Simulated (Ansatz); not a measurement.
Two structures, one formula

The two ends of one reaction step of BH4ClO2, singlet (PBE0-D4/def2-TZVP).

A:

```
8
angstrom
B -0.7890 0.0128 0.0312
Cl 3.0802 -1.2704 0.6491
O 0.5077 0.3358 -0.2353
O -1.7663 0.8285 -0.4371
H 2.0222 -0.6130 0.2876
H -1.0030 -0.9765 0.6662
H 0.6000 1.1445 -0.7505
H -2.6518 0.5384 -0.2113
```

B:

| atom | x (Å) | y (Å) | z (Å) |
| --- | --- | --- | --- |
| B1 | 0.2428 | 0.7639 | 0.1500 |
| Cl2 | 1.4592 | 0.4647 | 1.4023 |
| O3 | 0.6731 | 0.9987 | -1.1063 |
| O4 | -1.0804 | 0.7611 | 0.4489 |
| H5 | 0.3747 | -2.3411 | -0.1879 |
| H6 | -0.3500 | -2.3742 | -0.3646 |
| H7 | -0.0560 | 1.1474 | -1.7157 |
| H8 | -1.2634 | 0.5795 | 1.3732 |

Program: Ansatz 0.2.0. Basis: def2-TZVPP. Cores are frozen in the correlated methods. B3LYP uses VWN-RPA correlation.

Question: Which structure is lower at CCSD(T), and by how much? (Judge from chemistry; the value comes from the calculation.)

Answer: Computed: B, by 0.426 eV (electronic energy, against the other). By their contacts, A is a complex of BH₃O₂ ([OH][BH][OH]) + HCl and B is a complex of BH₂ClO₂ ([OH][B]([OH])[Cl]) + H₂.

All methods give the same order:

```tsv
method	E(B) − E(A) (eV)
SPW92	-0.362
PBE-D4	-0.446
BLYP-D4	-0.423
r2SCAN-D4	-0.503
B97M-V	-0.491
PBE0-D4	-0.439
B3LYP-D4	-0.409
r2SCAN0-D4	-0.481
BHLYP-D4	-0.394
CAM-B3LYP-D4	-0.370
wB97X-V	-0.439
wB97M-V	-0.459
B2PLYP	-0.401
PBE-QIDH	-0.446
RPA on PBE	-0.418
HF	-0.374
MP2	-0.481
CCSD	-0.399
CCSD(T)	-0.426
```

No T1 diagnostic of these runs exceeds 0.012.

Labels in which every atom is bracketed show which atoms are joined, not bond orders.

For scale, one of the runs: CCSD(T)/def2-TZVPP, 191 basis functions, launched by `ansatz run in.yaml --threads 2 --pin off --events-out ev --progress --plain --max-ram 4352MiB`. Hardware: 2 CPU threads of an Arm Neoverse V2, shared host. Wall time 53 s; peak host memory 2.2 GiB.
